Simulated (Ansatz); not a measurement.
Reaction (formal exchange of groups at a C–C bond): `CCCCCCCCC` + CH₃SH → `CCCCCCCS` + `CCC`

Isolated molecules relaxed with PBE0-D4/def2-TZVP in Ansatz; ΔE leaves out vibrations. CBS: MP2 limit from def2 TZ/QZ plus the TZ coupled-cluster correction, frozen cores. This one scheme is used for every species. DFT in def2-TZVPP. One conformer a species, not always the lowest.

```tsv
species	PBE-D4 energy (Eh)
`CCCCCCCCC`	-354.64324
CH₃SH	-438.49793
`CCCCCCCS`	-674.13802
`CCC`	-119.00868
```

Task: Work out ΔE.

Result: ΔE = (-674.13802) + (-119.00868) − (-354.64324) − (-438.49793) = -0.00553 Eh = -14.5 kJ/mol. CCSD(T)/CBS gives -13.0 kJ/mol.

Largest T1 diagnostic among the species: 0.009.

The D4 term adds +4.0 kJ/mol with B3LYP and +2.9 kJ/mol with PBE0; it sums over pairs of atoms, weighted by their polarisabilities, and B3LYP, whose exchange is more repulsive, gets the larger term. In def2-TZVPP, CCSD(T) changes the Hartree–Fock value by +5.2 kJ/mol (the triples alone add +0.1 kJ/mol) and MP2 by +4.0 kJ/mol.

B3LYP here is the variant with VWN-RPA as its local correlation; programs differ in this.
